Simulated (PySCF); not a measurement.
SnCl₂ + 2 HF → SnF₂ + 2 HCl

Level: PBE0 in the def2-TZVP basis family, computed in PySCF with density fitting; scalar-relativistic core potentials for atoms from Rb on, none lighter, no spin–orbit coupling; open shells unrestricted.

```
species                               state and structure       E (Eh)  ZPE (kJ/mol)  H(298 K) − H(0) (kJ/mol)  S° (J/(mol K))
  SnCl₂  singlet, C2v, Sn–Cl 2.363 Å (×2); Cl–Sn–Cl 98.6°  -1134.54929           4.9                      13.6           305.7
     HF                         singlet, C∞v, H–F 0.920 Å   -100.39188          24.9                       8.7           173.6
   SnF₂     singlet, C2v, Sn–F 1.932 Å (×2); F–Sn–F 95.9°   -413.98408           8.3                      12.3           282.1
    HCl                        singlet, C∞v, H–Cl 1.279 Å   -460.66440          17.9                       8.7           186.6
```

Q: What is the electronic reaction energy?

A: At PBE0/def2-TZVP, ΔE = 53.0 kJ/mol from the differences of the total energies times 2625.5, uphill. Ligand exchange with HF takes part in thermal etching.

Q: Add zero-point, thermal and entropy terms for 298.15 K and 1 bar.

A: ΔZPE = -10.6 and Δ[H(298) − H(0)] = -1.3 kJ/mol give ΔH° = 41.1 kJ/mol. ΔS° = 2.4 J/(mol K), so ΔG° = 41.1 − 298.15 × (0.0024) = 40 kJ/mol and log₁₀K = -7.1.

Only the bonding shown was studied: isomers, or loss of a ligand pair, can lie lower.
